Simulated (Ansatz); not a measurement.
Relaxation of CH₂ISi (5 atoms, charge -1, multiplicity 1), to a largest force component of 0.015 eV/Å in at most 40 steps.

Theory: Ansatz, RKS revPBE-D4/def2-SVP.

```xyz
5
Properties=species:S:1:pos:R:3:forces:R:3
C -1.319 -0.261 -0.445 0.44 -1.34 0.60
Si 0.248 0.275 0.011 -1.17 1.49 -0.94
I 0.555 2.849 -0.687 0.40 0.60 -0.03
H -1.915 0.538 -0.937 0.16 0.12 0.02
H 1.622 0.227 0.576 0.17 -0.86 0.34
```

Task: Where does it end, and by what steps?

Result: The forces met the threshold. Limits of this set-up: an anion without diffuse functions, the dipole of an ion depends on the origin. After 10 steps the energy has fallen by 0.700 eV; I3 moved furthest, 0.61 Å.

```json
{"step": "0", "energy less start (eV)": "0.0000", "largest force component (eV/Å)": "1.486", "accepted": "yes"}
{"step": "1", "energy less start (eV)": "-0.4386", "largest force component (eV/Å)": "0.838", "accepted": "yes"}
{"step": "2", "energy less start (eV)": "-0.6027", "largest force component (eV/Å)": "0.804", "accepted": "yes"}
{"step": "3", "energy less start (eV)": "-0.6506", "largest force component (eV/Å)": "0.642", "accepted": "yes"}
{"step": "4", "energy less start (eV)": "-0.6846", "largest force component (eV/Å)": "0.601", "accepted": "yes"}
{"step": "5", "energy less start (eV)": "-0.6794", "largest force component (eV/Å)": "0.390", "accepted": "no"}
{"step": "6", "energy less start (eV)": "-0.6991", "largest force component (eV/Å)": "0.118", "accepted": "yes"}
{"step": "7", "energy less start (eV)": "-0.6963", "largest force component (eV/Å)": "0.110", "accepted": "no"}
{"step": "8", "energy less start (eV)": "-0.7000", "largest force component (eV/Å)": "0.031", "accepted": "yes"}
{"step": "9", "energy less start (eV)": "-0.7000", "largest force component (eV/Å)": "0.019", "accepted": "yes"}
{"step": "10", "energy less start (eV)": "-0.7000", "largest force component (eV/Å)": "0.003", "accepted": "yes"}
```

```xyz
5
Properties=species:S:1:pos:R:3
C -1.223 -0.339 -0.381
Si 0.147 0.644 -0.147
I 1.040 3.204 -0.607
H -2.164 0.008 -0.867
H 1.391 0.111 0.520
```

Time of the run: 24 s on 1 thread of Arm Neoverse V1, with other jobs on the host, peak memory 0.13 GiB.
